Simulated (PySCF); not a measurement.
Method: PBE-D3(BJ)/def2-TZVP // B3LYP-D3(BJ)/def2-TZVP (PySCF). Isolated molecules, 0 K electronic values unless said otherwise. 

Reference species (SMILES): `[CH3][Ga][F]` (neutral, multiplicity 2).

```
Property       Result
-------------  ------
dipole moment  2.57 D
```

Changed species: `[CH3][Ga][CH3]` (radical fragment; the reference has radical fragment).

Task: Give the shifts of the dipole moment.

Result: the dipole moment falls by 2.06 D, to 0.51 D.
